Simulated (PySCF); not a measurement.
Species: C4H9B.
Bonds: B1–C2, C2–C3, C3–C4, C4–C5, B1–C5. Hydrogens: H6 on B1; H7, H8 on C2; H9, H10 on C3; H11, H12 on C4; H13, H14 on C5.

The calculation used PBE0-D3(BJ)/def2-SVP geometry optimisation, gas phase (PySCF 2.14.0).

(1) Give the optimised bond lengths and angles.

Results:

(1) 
| bond | length (pm) |
| --- | --- |
| B1–C2, B1–C5 | 156.8 |
| C2–C3, C4–C5 | 153.6 |
| C3–C4 | 153.2 |
| B1–H6 | 121.1 |
| C2–H7, C5–H13 | 110.1 |
| C2–H8, C5–H14 | 111.4 |
| C3–H9 and 3 like bonds | 110.3 |

Bonds in one row agree within 1 pm and their mean is given. A selection of angles:
| angle | degrees |
| --- | --- |
| C2–B1–C5 | 107.2 |
| C2–B1–H6 | 126.3 |
| C5–B1–H6 | 126.5 |
| B1–C2–C3 | 104.6 |
| B1–C2–H7 | 118.0 |
| B1–C2–H8 | 102.3 |
| C3–C2–H7 | 115.8 |
| C3–C2–H8 | 109.9 |
| H7–C2–H8 | 105.3 |
| C2–C3–C4 | 105.2 |
| C2–C3–H9 | 109.1 |
| C2–C3–H10 | 114.0 |
| C4–C3–H9 | 109.4 |
| C4–C3–H10 | 112.8 |
| H9–C3–H10 | 106.5 |

Torsions: C5–B1–C2–C3 11° (synperiplanar); B1–C2–C3–C4 -30°; C2–C3–C4–C5 38° (synclinal); C3–C4–C5–B1 -30°; C2–B1–C5–C4 11° (synperiplanar). The mirror-image conformer, all signs reversed, is as good.

The 5-membered ring B1–C2–C3–C4–C5 has internal angles of 104.6° to 107.2°; it is puckered, 0.16 Å rms from its mean plane, widest ring torsion 38°. B1 (three-coordinate boron) is planar (angles 126.5°, 126.3° and 107.2°, sum 360.0°, 0.00 Å off the plane of its three neighbours). All 3 C–C bonds measure 1.532 to 1.536 Å.

Point group: C2 (tolerance 0.08 Å). PBE0-D3(BJ)/def2-SVP frequencies: not computed here. One conformer, not necessarily the lowest.
